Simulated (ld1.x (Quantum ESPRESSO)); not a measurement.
**Building the ultrasoft potential for phosphorus (P) (PBE, scalar-relativistic).**

```
Element                 : phosphorus (P)
Generator               : ld1.x (Quantum ESPRESSO) 7.5
Type                    : ultrasoft
Functional              : PBE
Relativity              : scalar-relativistic
Frozen core             : [He]
Valence charge          : 13
Reference configuration : 2s2 2p6 3s2 3p3
Partial waves           : 2s (bound): rcut 0.75, rcutus 0.90 bohr; 3s (bound): rcut 0.75, rcutus 0.90 bohr; 2p (bound): rcut 0.70, rcutus 0.85 bohr; 3p (bound): rcut 0.70, rcutus 0.85 bohr
Local potential         : all-electron potential smoothed inside 0.75 bohr (lloc = -1)
Core correction         : none
Augmentation charge     : PSQ, radius 0.80 bohr
```

All-electron outer shells of the reference configuration (PBE, scalar-relativistic, ld1.x):

| shell | level (eV) | outermost node (bohr) | outermost maximum (bohr) |
| --- | --- | --- | --- |
| 1s | -2084.17 | – | 0.07 |
| 2s | -173.99 | 0.14 | 0.42 |
| 2p | -124.49 | – | 0.36 |
| 3s | -13.97 | 0.65 | 1.58 |
| 3p | -5.51 | 0.64 | 1.83 |

What the tests gave:

* Largest excitation error: -861 meV (all-electron minus pseudo) for 2s1 2p6 3s2 3p3, out of 7 test configurations
* Lowest eigenvalue of the overlap operator: -0.04 (s channel); it is negative, so in a basis up to 400 Ry S is not positive definite and the file is unfit for use
* Density cutoff estimated by the generator: 926 Ry

The ghost test of this file was not conclusive. Its overlap operator is not positive definite in a basis up to 400 Ry (lowest eigenvalue s -0.04), so the file is unfit for use: the generalised eigenproblem breaks down once the basis is large enough, and its test numbers describe a broken file.

Generation and tests took about 2.9 s on one core of a shared server CPU.
